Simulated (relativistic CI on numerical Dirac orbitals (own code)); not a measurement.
Lu XXVII: q coefficients and field-shift factors

Computed by Dirac-Coulomb-Breit CI, orbitals from a KLI potential per configuration, derivatives by finite differences, unscaled Slater integrals, QED left out (own radial code, finite nucleus).

Configuration list (outside the closed core [Ar] 3d10): 4s2 4p6 4d9, 4s2 4p5 4d10, 4s2 4p6 4d8 4f, 4s 4p6 4d10, 4s2 4p5 4d9 4f, 4s 4p6 4d9 4f, 4s2 4p6 4d8 5s, 4s2 4p6 4d8 5p. Levels of other configurations are missing.

With x = (α/α₀)² − 1 an excitation energy changes as ω = ω₀ + qx; K = 2q/ω₀ is the relative enhancement. Terms are leading LS components, so labels can repeat. The field-shift factor is F = δν/δ⟨r²⟩ for the transition from the lowest level.

Lowest level 4s2 4p6 4d9 2D_5/2.

```csv
Level,ω₀ (cm⁻¹),q (cm⁻¹),K,F (GHz/fm²)
4s2 4p6 4d9 2D_3/2,104037,105000,2.02,2.41
4s2 4p5 4d10 2P°_3/2,1325412,123600,0.186,9.43
4s2 4p6 4d8 4f 4F°_5/2,1420283,-451.3,-0.000636,15.6
4s2 4p6 4d8 4f 4F°_7/2,1425008,6656,0.00934,15.8
4s2 4p6 4d8 4f 4D°_3/2,1434497,3809,0.00531,15.6
4s2 4p6 4d8 4f 4F°_9/2,1443156,17550,0.0243,16.3
4s2 4p6 4d8 4f 2F°_5/2,1447215,9068,0.0125,15.8
4s2 4p6 4d8 4f 4I°_13/2,1453217,-1105,-0.00152,15.9
4s2 4p6 4d8 4f 2P°_1/2,1458530,25990,0.0356,15.9
4s2 4p6 4d8 4f 4I°_15/2,1460626,17600,0.0241,16.6
4s2 4p6 4d8 4f 4H°_11/2,1462521,4342,0.00594,16
4s2 4p6 4d8 4f 4D°_7/2,1465299,19960,0.0272,16
4s2 4p6 4d8 4f 2G°_9/2,1473413,9906,0.0134,16.3
4s2 4p6 4d8 4f 2D°_3/2,1473906,20960,0.0284,16.3
4s2 4p6 4d8 4f 4H°_13/2,1474531,18920,0.0257,16.5
4s2 4p6 4d8 4f 4G°_11/2,1494550,23180,0.031,16.7
4s2 4p6 4d8 4f 2G°_7/2,1494860,15340,0.0205,15.7
4s2 4p6 4d8 4f 2H°_9/2,1495748,9079,0.0121,16
4s2 4p6 4d8 4f 2P°_1/2,1502273,20580,0.0274,14.7
4s2 4p6 4d8 4f 4P°_5/2,1509862,45890,0.0608,17.1
4s2 4p6 4d8 4f 4F°_3/2,1511587,78740,0.104,17.8
4s2 4p6 4d8 4f 4F°_3/2,1515165,56950,0.0752,17.2
4s2 4p6 4d8 4f 2G°_9/2,1517804,27760,0.0366,16.6
```

At this charge energies of transitions that change n are usually good to better than 1 %, and those within a shell (Δn = 0) to a few per cent.
